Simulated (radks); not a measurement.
The numbers below are computed, except where a source is named.
Initial-state core-level shifts of the manganese ion Mn2+ when its valence configuration changes from [Ar] 3d5. Code: a radial shooting solver on a logarithmic mesh with Libxc functionals. Model: scalar-relativistic Kohn-Sham, r2SCAN, spin-polarised, spherical densities, finite nucleus; open shells are filled with parallel spins first; meta-GGA in the generalised Kohn-Sham scheme; Fermi nuclear charge, rms radius 3.7057 fm. Shifts are changes of the shell-averaged eigenvalues in eV (positive: less bound); the change of the density at the nucleus, which sets a Mossbauer isomer shift, is in e/bohr^3, on a base of 1.324e+04.

| valence | 1s | 2s | 3s | 3p | density at nucleus |
|---|---|---|---|---|---|
| 3d4.5 4s0.5 | -3.828 | -4.315 | -3.664 | -3.527 | +5.709 |
| 3d3 4p2 | -19.026 | -21.124 | -17.723 | -17.128 | +5.707 |
| 3d4 4p1 | -9.125 | -10.072 | -8.699 | -8.414 | +2.483 |
| 3d4.5 4p0.5 | -4.471 | -4.920 | -4.308 | -4.170 | +1.152 |
| 3d4 4s1 | -7.842 | -8.853 | -7.427 | -7.150 | +11.972 |
| 3d3 4s2 | -16.879 | -18.996 | -15.620 | -15.060 | +25.208 |
| 3d3.5 4p1.5 | -13.978 | -15.475 | -13.175 | -12.737 | +4.003 |
| 3d3 4s1 4p1 | -17.782 | -19.923 | -16.512 | -15.928 | +16.047 |
| 3d2 4s1 4p2 | -28.524 | -31.984 | -25.870 | -24.972 | +21.203 |
